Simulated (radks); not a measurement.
The numbers below are computed, except where a source is named.
Species: Ni3+. Configuration: [Ar] 3d7 (the NIST ground configuration). Level of theory: scalar-relativistic Kohn-Sham, PBEsol, spin-polarised, spherical densities, point nucleus; open shells are filled with parallel spins first (a radial shooting solver on a logarithmic mesh with Libxc functionals).

Normalised radial functions P(r) = r R(r), r in bohr:

r,2p down,3d up,3d down
0.00669,0.0288,0.0001,0.0001
0.008505,0.0448,0.0001,0.0001
0.01081,0.0693,0.0003,0.0003
0.01374,0.1065,0.0006,0.0006
0.01747,0.1622,0.0011,0.0011
0.02221,0.2438,0.0022,0.0021
0.02824,0.3607,0.0042,0.0041
0.0359,0.5226,0.0080,0.0079
0.04563,0.7378,0.0151,0.0149
0.05801,1.0078,0.0278,0.0275
0.07375,1.3213,0.0501,0.0494
0.093,1.6361,0.0859,0.0847
0.1182,1.9190,0.1449,0.1429
0.1503,2.0834,0.2341,0.2307
0.1911,2.0566,0.3593,0.3540
0.2429,1.8059,0.5196,0.5117
0.3088,1.3735,0.7016,0.6903
0.3925,0.8761,0.8762,0.8617
0.499,0.4510,1.0029,0.9871
0.6344,0.1783,1.0420,1.0285
0.8064,0.0510,0.9783,0.9706
1.025,0.0098,0.8279,0.8281
1.303,0.0012,0.6263,0.6350
1.657,0.0001,0.4150,0.4303
2.106,0.0000,0.2332,0.2502
2.677,0.0000,0.1063,0.1193
3.404,0.0000,0.0367,0.0436

2p down: eigenvalue -883.43 eV, 0 radial nodes, <r> = 0.215 bohr, 90 % of the charge inside 0.352 bohr. 3d up: eigenvalue -48.478 eV, 0 radial nodes, <r> = 0.887 bohr, 90 % of the charge inside 1.50 bohr. 3d down: eigenvalue -45.051 eV, 0 radial nodes, <r> = 0.907 bohr, 90 % of the charge inside 1.54 bohr.
